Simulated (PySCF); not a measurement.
Compound: C4H5FO3Si.
Cartesian coordinates in Å at the GFN2-xTB level; atoms count from 1:
```xyz
14
C4H5FO3Si angstrom
O      2.5228    0.4532   -1.2772
Si     1.7405   -0.4176   -0.1685
O      2.2870    0.0179    1.2986
C     -0.1202   -0.1073   -0.1840
O     -0.8075    0.0719   -1.3344
C     -2.1039    0.2170   -1.0388
C     -2.3161    0.1343    0.3047
C     -1.0299   -0.0803    0.8408
F     -0.7293   -0.2329    2.1426
H      2.7073    1.3806   -1.1502
H      2.0460   -1.7912   -0.5314
H      1.8244   -0.2333    2.0938
H     -2.7811    0.3748   -1.8545
H     -3.2408    0.2123    0.8361
```

Method used: PySCF, TDDFT PBE0/def2-SVPD, vertical, gas phase, core orbitals frozen in the response.

Frontier orbitals with the atoms that hold most of them (Löwdin shares over 4%, at most four atoms; ? is withheld):

```tsv
orbital	ε (eV)	atoms
HOMO-3	-9.76	O1 40%, O3 38%, Si2 9%
HOMO-2	-8.79	O3 23%, Si2 18%, O1 16%, C4 15%
HOMO-1	-8.39	?
HOMO	-7.03	?
LUMO	?	C6 20%, C4 16%, O5 16%, C8 12%
LUMO+1	0.23	O3 22%, Si2 20%, F9 12%, C8 11%
LUMO+2	0.51	O1 25%, Si2 18%, H10 15%, O5 10%
```

Give the leading atoms of the HOMO-1.

C7 (bonded to 2 C and H) 32%; O5 (bonded to 2 C) 23%; C8 (bonded to 2 C and F) 19%; C6 (bonded to C, O and H) 10%. By element: carbon 61% or more, oxygen 23% or more.

Which atoms hold the HOMO, and with what shares?

C4 (bonded to C, O and Si) 31%; C6 (bonded to C, O and H) 23%; C8 (bonded to 2 C and F) 16%; C7 (bonded to 2 C and H) 9%.

What is the LUMO energy, and the HOMO–LUMO gap?

ε(LUMO) = -0.58 eV; the gap is 6.45 eV (0.2370 hartree).

The HOMO–LUMO gap is 6.45 eV. Where does the response calculation put the lowest singlet, and from which orbitals?

S1 is at 5.85 eV (f = 0.294), 0.60 eV below the gap, made of HOMO→LUMO (95%). 

One configuration dominates each of S1, S2 and S5. Which, and how do the shares of the two leading atoms of either orbital change from the occupied to the empty one?

- S1 (5.85 eV, f 0.294), HOMO→LUMO (95%): C4 31% → 16%, C6 23% → 20%
- S2 (6.06 eV, f 0.0093), HOMO→LUMO+1 (90%): C4 31% → at most 11%, C6 23% → at most 11%, O3 at most 9% → 22%, Si2 at most 9% → 20%
- S5 (6.90 eV, f 0.0041), HOMO-2→LUMO (95%): O3 23% → at most 13%, Si2 18% → at most 13%, C6 at most 16% → 20%, C4 15% → 16%

Löwdin shares depend on the basis, the more so with diffuse functions.

One conformer stands for the species.
